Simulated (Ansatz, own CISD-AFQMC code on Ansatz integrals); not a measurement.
CH2N2, SMILES `N#CN` (charge 0, multiplicity 1).

Cartesian coordinates (Å):
SMILES: N#CN
```xyz
5

N      1.8790     0.0972     0.5976
C      0.7533     0.0198     0.3521
N     -0.5372    -0.0903     0.0123
H     -1.0563    -0.8071     0.4976
H     -1.0388     0.7804    -0.0833
```
Charge 0, multiplicity 1.

Frozen-core energies in cc-pVTZ from Ansatz (a quantum-chemistry and plane-wave program) at a geometry from B3LYP-D3(BJ)/def2-TZVP; the HF reference has <S^2> = 0.00 and the T1 diagnostic is 0.013.

```csv
level,energy (Ha)
HF,-147.96740
MP2,-148.51697
CCSD,-148.52377
CCSD(T),-148.55019
```

Problem. Estimate the energies of CCSDT, phaseless AFQMC, CISD trial (own CISD-AFQMC code on Ansatz integrals; ±0.40 mHa) and CCSDT(Q), and give each level's difference from CCSDT(Q).

Solution. 
```csv
level,energy (Ha),difference from CCSDT(Q) (mHa)
MP2,-148.51697,35.01
CCSD,-148.52377,28.22
CCSD(T),-148.55019,1.79
CCSDT,-148.55001,1.98
"phaseless AFQMC, CISD trial (own CISD-AFQMC code on Ansatz integrals; ±0.40 mHa)",-148.55186,0.12
CCSDT(Q),-148.55199,0.00
```
